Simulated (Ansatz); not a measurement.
`C=C(F)O[SiH2]C` + `NB(O)F` → `C[SiH2]OB(N)F` + `C=C(O)F`  (ligand exchange at the Si–O bond)

Program: Ansatz. Geometries: PBE0-D4/def2-TZVP. ΔE: electronic, gas phase. CCSD(T)/CBS is the MP2 limit (def2-TZVPP, def2-QZVPP) plus CCSD(T) − MP2 in def2-TZVPP, frozen cores. DFT in def2-TZVPP. B3LYP here is the variant with VWN-RPA as its local correlation; programs differ in this. One conformer a species, not always the lowest.

(1) Is it downhill or uphill in electronic energy at CCSD(T)/CBS, and by how much? (Best estimate.)

(2) What do these levels give: ωB97M-V, PBE0, B3LYP, SCS-MP2/def2-TZVPP, HF/def2-QZVPP, CCSD/CBS(def2)? (Estimate.)

Largest T1 diagnostic among the species: 0.012.

Answers

(1) Computed: Downhill: ΔE = -0.11 eV.

(2) The calculation gave: ωB97M-V -0.12, PBE0 -0.13, B3LYP -0.13, SCS-MP2/def2-TZVPP -0.11, HF/def2-QZVPP -0.17, CCSD/CBS(def2) -0.13 eV.

In def2-TZVPP, CCSD(T) changes the Hartree–Fock value by +0.06 eV (the triples alone add +0.01 eV) and MP2 by +0.07 eV.
